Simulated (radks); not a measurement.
Au3+, 76 electrons, occupied as [Xe] 4f14 5d8 (the NIST ground configuration). All-electron calculation, scalar-relativistic Kohn-Sham, SCAN, spin-polarised, spherical densities, finite nucleus; open shells are filled with parallel spins first (spin-orbit coupling, left out, can overturn this in heavy ions); meta-GGA in the generalised Kohn-Sham scheme; Fermi nuclear charge, rms radius 5.4371 fm. Program: a radial shooting solver on a logarithmic mesh with Libxc functionals.

Normalised radial functions P(r) = r R(r), r in bohr:

r	5p down
0.003015	0.0148
0.003989	0.0232
0.005321	0.0367
0.00704	0.0564
0.00939	0.0861
0.01242	0.1260
0.01657	0.1785
0.02192	0.2354
0.02924	0.2844
0.03869	0.2938
0.0516	0.2242
0.06828	0.0521
0.09107	-0.2025
0.1205	-0.3978
0.1594	-0.3554
0.2126	0.0206
0.2814	0.4816
0.3753	0.5837
0.4965	0.0957
0.6622	-0.6830
0.8762	-1.1207
1.169	-1.0114
1.546	-0.5952
2.062	-0.2284
2.729	-0.0552
3.64	-0.0068
4.816	-0.0004

5p down: eigenvalue -96.207 eV, 3 radial nodes at r = 0.0727, 0.210, 0.515 bohr, <r> = 1.06 bohr, 90 % of the charge inside 1.54 bohr.
